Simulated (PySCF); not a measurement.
C4H4N, SMILES C1=C[N]C=C1 (connectivity only; charge and spin as stated), charge -1, multiplicity 1.

Geometry optimised at B3LYP-D3(BJ)/def2-SVPD. The spin state was assumed, not searched. The isomer is the one that the SMILES or the coordinates give; other isomers of the formula were not compared.

The numbers are results of PySCF with HF/def2-SVPD, not measurements.

Symmetry labels are those of the subgroup C2v that the program uses (full group C2v).

Computed valence orbital energies around the gap with their symmetry:
```
orbital  symmetry  energy (eV)
-------  --------  -----------
HOMO−7         A1       -12.94
HOMO−6         B2        -9.33
HOMO−5         B2        -8.98
HOMO−4         A1        -8.76
HOMO−3         B1        -8.59
HOMO−2         A1        -5.54
HOMO−1         B1        -3.00
HOMO           A2        -2.11
LUMO           A1         7.17
LUMO+1         B2         7.35
LUMO+2         A1         7.55
LUMO+3         B2         8.08
```
